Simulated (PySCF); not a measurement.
Molecule: `N#C[SiH2]O[SiH2]N`, CH6N2OSi2.

Bonds (- single, = double, # triple, : aromatic): N1#C2, C2-Si3, Si3-O4, O4-Si5, Si5-N6. Si3 carries H7, H8; Si5 carries H9, H10; N6 carries H11, H12.

Frames of a GFN2-xTB Langevin trajectory at 300 K; GIAO PBE0/pcSseg-1 shieldings in PySCF 2.14, gas phase, non-relativistic; equivalent atoms averaged within each frame.

Scale: ¹⁵N (σref 267.73) against NH3; ¹³C (σref 186.93), ²⁹Si (σref 349.16), ¹H (σref 31.72) against TMS; ¹⁷O (σref 336.08) vs H2O (reference shieldings calculated alike). The references are static minima.

Task: How do the shifts (ppm) fluctuate along the trajectory?

Result: 
```csv
time (fs),N1,N6,C2,Si5,Si3,O4,H7/H8,H9/H10,H11/H12
250,354.9,28.3,125.6,-43.2,-47.4,48.0,5.88,5.11,1.12
425,337.7,23.8,118.7,-38.2,-62.9,51.9,5.34,5.37,0.80
625,361.0,17.2,125.2,-19.8,-68.8,33.1,5.17,5.62,0.00
800,361.9,23.8,123.5,-22.8,-55.5,37.9,5.14,6.04,0.79
1000,366.5,19.8,125.9,-37.8,-64.0,50.9,5.11,5.15,0.89
mean of frames,356.4,22.6,123.8,-32.3,-59.7,44.4,5.33,5.46,0.72
standard deviation,11.2,4.3,3.0,10.3,8.4,8.4,0.32,0.38,0.42
```

5 frames give an uncertainty of the mean of about the standard deviation over 2.2 at best, since frames this close in time may not be independent; classical motion lacks zero-point vibration, and the reference would need the same averaging.
